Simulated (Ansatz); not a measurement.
Gas-phase electronic energies from Ansatz, PBE0-D4/def2-TZVP geometries. CCSD(T)/CBS adds triple-zeta CCSD(T) − MP2 to the extrapolated MP2 energy (def2 sets, frozen cores). This one scheme is used for every species. DFT in def2-TZVPP. HSE06 is defined as in plane-wave codes. For Ga outer-core shells are correlated without core-valence functions, which leaves a few kJ/mol of doubt a bond. Scalar relativity is left out up to krypton.

Reaction (formal exchange of groups at a B–Cl bond): `Cl[BH][GaH2]` + CH₄ → `C[BH][GaH2]` + HCl

**Question.** Is it downhill or uphill in electronic energy at CCSD(T)/CBS, and by how much? (Estimate.)

**Answer.** The calculation gave: Uphill: ΔE = +1.01 eV.

**Question.** What do these levels give: PBE-D4, ωB97M-V, PBE-QIDH, revPBE, r2SCANh, r2SCAN0, HSE06, CCSD(T)/def2-SVP, SCS-MP2/def2-TZVPP, MP2/def2-QZVPP, SCS-MP2/def2-QZVPP, HF/CBS(def2)? (Best estimate.)

**Answer.** Computed: PBE-D4 1.01, ωB97M-V 1.01, PBE-QIDH 1.03, revPBE 1.03, r2SCANh 1.03, r2SCAN0 1.03, HSE06 1.01, CCSD(T)/def2-SVP 1.12, SCS-MP2/def2-TZVPP 1.05, MP2/def2-QZVPP 1.05, SCS-MP2/def2-QZVPP 1.05, HF/CBS(def2) 1.04 eV.

Largest T1 diagnostic among the species: 0.014.

At CCSD(T), def2-SVP lies +0.10 eV from the extrapolated value and def2-TZVPP +0.00 eV. Leaving LDA and LC-ωPBE aside and taking each functional with its dispersion term where it has one, the values, not all of them listed here, spread over 0.05 eV, from PBE0-D4 to B2PLYP. LDA lies −0.06 eV from PBE without D4.
